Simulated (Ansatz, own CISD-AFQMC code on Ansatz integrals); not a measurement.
C2H4Si, SMILES `C#C[SiH3]` (charge 0, multiplicity 1).

Cartesian coordinates (Å):
```xyz
7

C      1.9370    -0.3124    -0.0067
C      0.7468    -0.1204    -0.0026
Si    -1.0550     0.1701     0.0037
H      2.9872    -0.4818    -0.0104
H     -1.6325    -0.3607     1.2571
H     -1.3174     1.6224    -0.0871
H     -1.6661    -0.5174    -1.1540
```
Charge 0, spin multiplicity 1.

Frozen-core correlation energies in cc-pVDZ at a geometry from B3LYP-D3(BJ)/def2-TZVP, on an HF energy of -366.93572 Ha (<S^2> = 0.00). Wave-function levels are from Ansatz, the walk from an own CISD-AFQMC code on Ansatz integrals (time step 0.005/Ha, trial state from CCSD amplitudes, largest double 0.06).

```json
[
 {"level": "MP2", "correlation energy (mHa)": "-353.0"},
 {"level": "CCSD", "correlation energy (mHa)": "-388.4"},
 {"level": "CCSD(T)", "correlation energy (mHa)": "-403.1"},
 {"level": "CCSDT(Q)", "correlation energy (mHa)": "-405.2"}
]
```

Problem. What correlation energy does phaseless AFQMC give, and where does it lie among these levels?

Solution. -404.9 ± 0.4 mHa (one standard error). AFQMC minus each level: MP2 -51.9 mHa, CCSD -16.6 mHa, CCSD(T) -1.8 mHa, CCSDT(Q) +0.2 mHa.
